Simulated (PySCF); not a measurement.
A geometry optimisation on `CC[N](C)[GeH2][C](F)(F)F`.

Method: PBE0-D3(BJ)/def2-SVP geometry optimisation, gas phase (PySCF 2.14.0). Start geometry: GFN2-xTB. The input is one job of a driver script: a line of settings, then coordinates in Å.

Command:
```bash
OMP_NUM_THREADS=1 python probes_run.py task.json out
```

Input:
```
{"job": {"xc": "PBE0", "basis": "def2-SVP", "d3": "d3bj", "grid": 1, "shake": 0.01, "kind": "geom"}, "charge": 0, "multiplicity": 1}
C     -1.503170    -1.001110     1.008530
C     -1.149570     0.494880     1.111710
N     -0.288050     0.975120     0.051770
C     -0.865300     1.095100    -1.245990
Ge     1.508910     0.668200     0.125700
C      2.110320    -1.114320    -0.633540
F      1.907020    -2.153110     0.206090
F      3.440970    -1.129640    -0.931180
F      1.463810    -1.410640    -1.755880
H     -2.086160    -1.168010     0.102330
H     -2.147930    -1.266630     1.861590
H     -0.620790    -1.593240     1.006560
H     -0.656290     0.676220     2.055890
H     -2.067210     1.116840     1.113660
H     -1.146160     0.113840    -1.691090
H     -1.818020     1.688820    -1.142610
H     -0.217390     1.629440    -1.917840
H      1.926050     0.707300     1.578240
H      2.178260     1.678000    -0.745600
```

Output:
```
step   0  E = -2588.29270751  max force = 0.036056
step   1  E = -2588.29809597  max force = 0.003752
step   2  E = -2588.29843368  max force = 0.002244
step   3  E = -2588.29851710  max force = 0.001108
step   4  E = -2588.29855622  max force = 0.001318
step   5  E = -2588.29857120  max force = 0.001350
step   6  E = -2588.29863716  max force = 0.000921
step   7  E = -2588.29871332  max force = 0.000751
step   8  E = -2588.29873677  max force = 0.000700
step   9  E = -2588.29875225  max force = 0.000483
step  10  E = -2588.29875489  max force = 0.000584
step  11  E = -2588.29875179  max force = 0.000420
step  12  E = -2588.29874920  max force = 0.000358
step  13  E = -2588.29875077  max force = 0.000436
step  14  E = -2588.29875410  max force = 0.000448
optimisation converged
```

Energies in Eh; «max force» is the largest Cartesian gradient component in Eh/bohr.

Task: Give the first gradient maximum in eV/Å.

Result: With 1 Eh/bohr = 51.422 eV/Å, 1.854 eV/Å.

Task: How much energy does the optimisation release, in eV?

Result: E(step 0) − E(last step) = 0.006047 Eh, which is 0.165 eV.

Summary of the converged run: final energy -2588.29875 Eh after 14 steps; dipole 2.09 D.

Task: Give the final coordinates.

Result: 0.117 Å rms from the input after alignment:
```
atom  x, y, z in Å
C1    -1.5646   -0.9361    1.0369
C2    -1.0528    0.4970    1.1231
N3    -0.2281    0.9333    0.0139
C4    -0.9037    1.0999   -1.2504
Ge5    1.5709    0.6689    0.0402
C6     2.0623   -1.1739   -0.5906
F7     1.6598   -2.1246    0.2698
F8     3.3870   -1.3192   -0.7423
F9     1.4924   -1.4510   -1.7745
H10   -2.1843   -1.0916    0.1404
H11   -2.1835   -1.1824    1.9135
H12   -0.7285   -1.6508    0.9954
H13   -0.4762    0.6230    2.0554
H14   -1.9119    1.1909    1.2057
H15   -1.2351    0.1522   -1.7177
H16   -1.7973    1.7379   -1.1222
H17   -0.2445    1.6052   -1.9738
H18    2.0716    0.7930    1.4852
H19    2.2337    1.6373   -0.9503
```

Time: 6.0 min wall; peak memory 0.89 GiB. Hardware: one thread of an Intel Xeon Platinum 8488C, no GPU, shared host with 192 logical CPUs at a one-minute load of 62.
Labels such as C1 count atoms from 1, the log's own numbers from 0.
